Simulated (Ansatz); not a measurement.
Reaction (cleavage of the Al–Al bond): `C[CH2][AlH][AlH2]` + `N[SiH2]F` → `F[SiH2][NH][AlH2]` + `C[CH2][AlH2]`

Computed with Ansatz on PBE0-D4/def2-TZVP structures; ΔE is electronic, products minus reactants. CCSD(T)/CBS is the MP2 limit (def2-TZVPP, def2-QZVPP) plus CCSD(T) − MP2 in def2-TZVPP, frozen cores. DFT in def2-TZVPP. Each species was taken in one conformer, which may not be the lowest.

CCSD(T)/CBS gives -24.9 kcal/mol.

Q: Another level gave -24.0 kcal/mol. Which?
A. CAM-B3LYP/def2-TZVPP
B. BLYP/def2-TZVPP
C. ωB97M-V/def2-TZVPP
D. PBE0-D4/def2-TZVPP

A: B. BLYP -24.0, ωB97M-V -27.1, PBE0-D4 -21.2, CAM-B3LYP -26.0 kcal/mol.

Largest T1 diagnostic among the species: 0.012.

Leaving LDA and LC-ωPBE aside and taking each functional with its dispersion term where it has one, the values, not all of them listed here, spread over 7.1 kcal/mol, from B97M-V to PBE-D4. LDA lies −1.2 kcal/mol from PBE without D4. At CCSD(T), def2-SVP lies −2.0 kcal/mol from the extrapolated value and def2-TZVPP +0.1 kcal/mol.
